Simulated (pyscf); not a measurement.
## F–Nb(F)(F)(F)–Cl, singlet

Gas-phase minimum from PySCF at ωB97X-D3(BJ)/def2-SVP, one conformer. 

```
Nb
F 1 1.8353
F 1 1.8358 2 127.88
F 1 1.8620 2 87.59 3 84.99
F 1 1.8620 2 87.48 4 -169.98
Cl 1 2.2546 2 115.98 5 -95.03
```
Charge 0, spin multiplicity 1.

Properties at ωB97X-D3(BJ)/def2-SVP:

- Harmonic wavenumbers, unscaled = 56, 118, 185, 207, 219, 279, 311, 458, 659, 735, 750, 762 cm⁻¹
- Zero-point energy = 6.8 kcal/mol
- Rotational symmetry number = 2
- Entropy of this conformer at 298 K and 1 atm, rigid rotor and harmonic oscillator, modes under 100 cm⁻¹ raised to 100 = 362.3 J/(mol K)
- Dipole moment = 0.64 D

Single-point totals, which compare only within one level:

| level | total energy (hartree) |
|---|---|
| ωB97X-D3(BJ)/def2-TZVP | -917.10180 |
| PBE/def2-TZVP | -916.54404 |
| r²SCAN/def2-TZVP | -916.92277 |
| B3LYP-D3(BJ)/def2-TZVP | -917.10796 |
| PBE0-D3(BJ)/def2-TZVP | -916.52088 |
| M06-2X/def2-TZVP | -916.78310 |
| ωB97M-D3(BJ)/def2-TZVP | -917.12492 |

Elements past Kr carry the def2 core potentials, without spin-orbit coupling.
